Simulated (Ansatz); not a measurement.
C$_{2}$H$_{9}$NSi$_{2}$, SMILES `C[SiH2][SiH2]C=N` at its PBE0-D4/def2-TZVP geometry, where that method's forces vanish. Total charge 0; spin multiplicity 1.

```
atom    x (Å)    y (Å)    z (Å)
  C1  -1.8416  -0.8466  -0.5874
 Si2  -0.7196  -0.9056   0.9110
 Si3   1.4777  -0.3101   0.3718
  C4   1.4671   1.4437  -0.3473
  N5   0.3483   2.0182  -0.5291
  H6  -1.8464   0.1658  -0.9946
  H7  -2.8625  -1.1259  -0.3177
  H8  -1.4931  -1.5323  -1.3629
  H9  -1.2001   0.0133   1.9794
 H10  -0.6900  -2.2807   1.4906
 H11   2.3916  -0.3212   1.5507
 H12   2.0877  -1.2136  -0.6483
 H13   2.4189   1.9387  -0.5963
 H14   0.4620   2.9563  -0.9200
```

(1) For each bond, give half the difference of the two atoms' forces along it (eV/Å; positive pushes the atoms apart) under PBE-D4, r2SCAN-D4, B3LYP-D4, ωB97M-V in def2-TZVPP. (Estimate.)

## Answers

(1) Computed: 
```csv
bond,length (Å),PBE-D4,r2SCAN-D4,B3LYP-D4,ωB97M-V
C1–Si2,1.873,0.02,0.03,0.13,0.06
C1–H6,1.091,0.11,-0.02,-0.06,-0.04
C1–H7,1.092,0.11,-0.01,-0.04,-0.05
C1–H8,1.092,0.10,-0.01,-0.04,-0.04
Si2–Si3,2.340,-0.09,0.00,0.08,0.03
Si2–H9,1.489,0.09,-0.01,-0.10,-0.12
Si2–H10,1.493,0.08,-0.02,-0.10,-0.10
Si3–C4,1.896,-0.13,-0.06,0.02,0.04
Si3–H11,1.492,0.09,-0.02,-0.09,-0.12
Si3–H12,1.493,0.09,-0.01,-0.09,-0.12
C4–N5,1.271,0.63,0.32,0.19,0.15
C4–H13,1.101,0.01,-0.04,-0.10,-0.13
N5–H14,1.023,0.21,-0.01,-0.08,-0.07
```

B3LYP here is the variant with VWN-RPA as its local correlation; programs differ in this.
